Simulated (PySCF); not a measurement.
One molecule, one basis, several functionals.

Compound: CH₈GeN₂.
Cartesian coordinates in Å at the PBE0-D3(BJ)/def2-SVP level; atoms count from 1:
```xyz
12
CH8GeN2 angstrom
N     -1.2217   -0.5589    0.9764
C     -1.1442    0.4921   -0.0215
Ge     0.5444    0.2229   -0.9838
N      1.7222   -0.3624    0.3167
H     -2.0806   -0.4940    1.5189
H     -0.4468   -0.4594    1.6306
H     -1.1870    1.5311    0.3674
H     -1.9700    0.3882   -0.7441
H      0.3607   -0.7932   -2.1367
H      1.1302    1.5354   -1.5456
H      1.6381   -1.3591    0.5046
H      2.6975   -0.1695    0.1053
```

PySCF, def2-SVPD basis, density fitting, gas phase, PBE0-D3(BJ)/def2-SVP geometry; singlet excitations by full TDDFT with frozen cores, triplets by Tamm–Dancoff TDDFT and ionisation energies by ΔSCF, from the lowest of the holes tried. One functional is left out:

| functional | exact exchange (%) | HOMO energy (eV) | LUMO energy (eV) | lowest singlet excitation (eV) | lowest triplet excitation (eV) | dipole moment (D) | mean polarisability (au) | vertical ionisation energy (eV) |
| --- | --- | --- | --- | --- | --- | --- | --- | --- |
| LDA | 0 | -5.44 | -0.58 | 4.93 | 4.78 | 0.501 | 66.8 | 8.49 |
| PBE | 0 | -5.35 | -0.43 | 4.98 | 4.82 | 0.517 | 65.6 | 9.00 |
| PBE0 | 25 | -6.75 | 0.34 | 5.87 | 5.61 | 0.476 | 62.5 | 8.78 |
| BHandHLYP | 50 | -8.10 | 0.93 | 6.42 | 6.09 | 0.448 | 60.5 | 9.06 |

Task: Predict the row of B3LYP (20 % exact exchange) by straight lines through the other rows, and check it.

Result: 
```tsv
property	line	computed	computed − line	PBE0 (25 %), for comparison
HOMO energy (eV)	-6.48	-6.54	-0.06	-6.75
LUMO energy (eV)	0.10	0.04	-0.06	0.34
lowest singlet excitation (eV)	5.59	5.64	+0.05	5.87
lowest triplet excitation (eV)	5.36	5.42	+0.06	5.61
dipole moment (D)	0.484	0.472	-0.012	0.476
mean polarisability (au)	63.7	63.4	-0.3	62.5
vertical ionisation energy (eV)	8.84	8.77	-0.07	8.78
```

Task: Which of these properties follows the share of exact exchange most closely, and which least?

Result: Most closely the HOMO energy, least the vertical ionisation energy; the correlations over the tabulated rows are HOMO energy -1.000, LUMO energy 0.992, lowest singlet excitation 0.992, lowest triplet excitation 0.992, dipole moment -0.975, mean polarisability -0.975, vertical ionisation energy 0.543. The HOMO energy moves by -0.541 eV for every 10 %. Functionals with the same share still differ in their other parts: at 0 % LDA and PBE differ by 0.09 eV in it.
